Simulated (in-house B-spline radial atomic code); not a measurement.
B⁺. Computed with a B-spline radial atomic code. Model: non-relativistic spherical atom: semilocal Troullier-Martins pseudo-atom, one channel per l, against all electrons, high spin, G0W0 and RPA with empty states to l = 8, local potential for every l without a channel, a model core (radius 0 = none) keeps its share of the functional.

What the tables leave out is listed at the end.

The pseudopotential gives back the lowest level of each angular momentum of its own functional in the configuration it was made in; a second state of the same l is only approximately right. Exact exchange, RPA and GW see the smooth pseudo-orbitals and miss the exchange with the core, for which the functional's share stands in. The column with an uncorrelated core keeps all orbitals and exact exchange, and so separates missing core correlation from pseudisation. Only the three outermost levels and the lowest empty one were computed. RPA here is direct RPA, with no exchange kernel, and its energies carry an (l + 1/2)⁻⁴ tail. A hybrid on a potential with a model core restores only its own semilocal share of the core's exchange.

Command:
```bash
python run_psgw.py task.json out
```
Settings (lengths in bohr, energies in hartree):
```
Z                      5
electrons              4
configuration          [He] 2s2
generated_in           [He] 2s2 2p1
functional             pbe,pbe
core_shells            1
radius_factor          1.15
core_correction        True
ion_configuration      [He] 2s1
```

Run time, properties included: 18 s on 1 thread of Arm Neoverse N1, with other jobs on the host.

Given: made with PBE; model core radius 0.707 bohr; local radius 1.886 bohr; mean-field start PBE.

Valence shells of the generating configuration: 2s, 2p.

Channel: s 1.739, p 2.716 (radii in bohr).

Computed: largest level miss in the spin-unpolarised generating configuration 0 eV; valence RPA correlation energy all-electron orbitals -0.11127 hartree; valence RPA correlation energy pseudo -0.11872 hartree; all-electron RPA polarisability, core included 8.0212 bohr³; ionisation by mean-field all-electron 24.606 eV; ionisation by mean-field pseudo minus all -0.102 eV; ionisation by RPA pseudo minus all 0.261 eV.

```json
{"level": "2s", "occupied": "1", "mean-field all-electron (eV)": "-19.505", "mean-field pseudo minus all (eV)": "0.104", "G0W0 all-electron (eV)": "-25.014", "G0W0 uncorrelated core minus all (eV)": "0.068", "G0W0 pseudo minus all (eV)": "-0.017", "exchange self-energy all-electron (eV)": "-15.287", "exchange self-energy pseudo (eV)": "-13.781"}
{"level": "2p (empty)", "occupied": "0", "mean-field all-electron (eV)": "-13.366", "mean-field pseudo minus all (eV)": "0.202", "G0W0 all-electron (eV)": "-8.6952", "G0W0 uncorrelated core minus all (eV)": "0.079", "G0W0 pseudo minus all (eV)": "-0.028", "exchange self-energy all-electron (eV)": "-3.4547", "exchange self-energy pseudo (eV)": "-2.9983"}
```

**Question.** What is the pseudo-atom RPA polarisability?

**Answer.** 8.0859 bohr³.

**Question.** What is the ionisation by RPA all-electron?

**Answer.** 25.472 eV.

Given: mean-field start PBE0.

Computed: valence RPA correlation energy all-electron orbitals -0.092599 hartree; all-electron RPA polarisability, core included 7.0316 bohr³; pseudo-atom RPA polarisability 7.1761 bohr³; ionisation by mean-field all-electron 24.561 eV; ionisation by mean-field pseudo minus all -0.169 eV; ionisation by RPA all-electron 25.197 eV.

```
     level  occupied  mean-field all-electron (eV)  mean-field pseudo minus all (eV)  G0W0 all-electron (eV)  G0W0 uncorrelated core minus all (eV)  G0W0 pseudo minus all (eV)  exchange self-energy all-electron (eV)  exchange self-energy pseudo (eV)
        2s         1                       -20.793                             0.158                 -25.043                                  0.069                       0.059                                  -15.22                           -13.727
2p (empty)         0                       -11.973                             0.102                 -8.6479                                   0.07                       -0.02                                 -3.3269                           -2.9262
```

**Question.** What is the valence RPA correlation energy pseudo?

**Answer.** -0.09906 hartree.

**Question.** What is the ionisation by RPA pseudo minus all?

**Answer.** 0.077 eV.

Among the listed levels the largest G0W0 shift of the pseudo-atom is +0.06 eV, for 2s on the PBE0 start, while leaving the core uncorrelated moves that level by +0.07 eV. The rest, -0.01 eV, comes from pseudisation and the lost core exchange. Not in the tables (levels of low weight, unsolved or above zero; the highest and the empty levels are kept at any weight): no Hartree-Fock pseudo-atom is run with a model core.
